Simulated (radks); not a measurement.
Results of a calculation; reference values are marked as such.
Task: These are the eigenvalues of the occupied orbitals of an atom or ion with whole-number occupations (Ry). Level of theory: scalar-relativistic Kohn-Sham, SOGGA, spin-polarised, spherical densities, point nucleus (a radial shooting solver on a logarithmic mesh with Libxc functionals).

orbital  eigenvalue
1s up     -28.10352
1s down   -27.98623
2s up      -1.44594
2s down    -1.10349
2p up      -0.60103

Which element is it, and in what charge state? The configuration may be excited. Open shells, if any, are filled with parallel spins first.

Result: Z = 7, nitrogen, charge 0: N in [He] 2s2 2p3. The list shows which subshells hold electrons but not how many an open one holds; the 1s level, -14.052 hartree, gives Z - s = 5.3 by -(Z - s)^2/2, which with screening and relativity narrows Z to a few neighbours, and the depths of the outer levels then fix element, charge and occupations together.
